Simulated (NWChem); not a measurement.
Molecule: GeSiH$_{6}$O; SMILES [SiH3][GeH2][OH]

```xyz
9

O      1.0903    -1.5392    -0.0586
Ge    -0.3802    -0.5182    -0.0012
Si     0.2199     1.7983    -0.0105
H      1.6806    -1.3748     0.6841
H     -1.1521    -0.9229    -1.2661
H     -1.2161    -0.8695     1.2528
H      1.0956     2.0979     1.1652
H     -1.0059     2.6511     0.0775
H      0.9641     2.1371    -1.2608
```
Atoms are numbered in this order, from 1.

Structure relaxed at the PBE0/def2-SVP level.

Q: List the 4 lowest vertical singlet excitations and the 4 lowest triplet ones from PBE0/6-31G* (spherical d), full TDDFT (NWChem).

A: 
```csv
state,energy (eV),oscillator strength,leading excitation (squared amplitude)
S1,5.99,0.011,HOMO → LUMO (0.96)
S2,7.19,0.029,HOMO−1 → LUMO (0.89)
S3,7.34,0.036,HOMO → LUMO+2 (0.70)
S4,7.52,0.286,HOMO → LUMO+1 (0.67)
T1,5.39,spin-forbidden,HOMO → LUMO (0.97)
T2,6.36,spin-forbidden,HOMO → LUMO+1 (0.82)
T3,6.51,spin-forbidden,HOMO−1 → LUMO (0.63)
T4,6.57,spin-forbidden,HOMO → LUMO+2 (0.71)
```
